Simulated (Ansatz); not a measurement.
`[OH][Hf]([F])([F])[SH]` + H₂S → `[F][Hf]([F])([SH])[SH]` + H₂O  (ligand exchange at the Hf–O bond)

Computed with Ansatz on PBE0-D4/def2-TZVP structures; ΔE is electronic, products minus reactants. CCSD(T)/CBS adds triple-zeta CCSD(T) − MP2 to the extrapolated MP2 energy (def2 sets, frozen cores). This one scheme is used for every species. Functionals use def2-TZVPP. HSE06 is defined as in plane-wave codes. def2 core potentials past Kr. For Hf outer-core shells are correlated without core-valence functions, which leaves a few kJ/mol of doubt a bond. Each species was taken in one conformer, which may not be the lowest.

```csv
level,ΔE (eV)
PBE-D4,0.39
HSE06-D4,0.39
ωB97M-V,0.50
B2PLYP,0.50
BLYP,0.54
LC-ωPBE,0.56
HF/def2-SVP,0.70
MP2/def2-TZVPP,0.43
```

Problem. What does CCSD(T)/CBS give? (Estimate.)

Solution. Computed: +0.43 eV. The listed levels differ from it by -0.04, -0.04, 0.07, 0.07, 0.11, 0.13, 0.27, 0.00 eV.

Largest T1 diagnostic among the species: 0.016.

In def2-TZVPP, CCSD(T) changes the Hartree–Fock value by −0.13 eV (the triples alone add −0.04 eV) and MP2 by −0.16 eV. Leaving LDA and LC-ωPBE aside and taking each functional with its dispersion term where it has one, the values, not all of them listed here, spread over 0.19 eV, from HSE06-D4 to CAM-B3LYP-D4. The D4 term adds −0.04 eV with B3LYP and −0.02 eV with PBE0; it sums over pairs of atoms, weighted by their polarisabilities, and B3LYP, whose exchange is more repulsive, gets the larger term.

B3LYP here is the variant with VWN-RPA as its local correlation; programs differ in this.
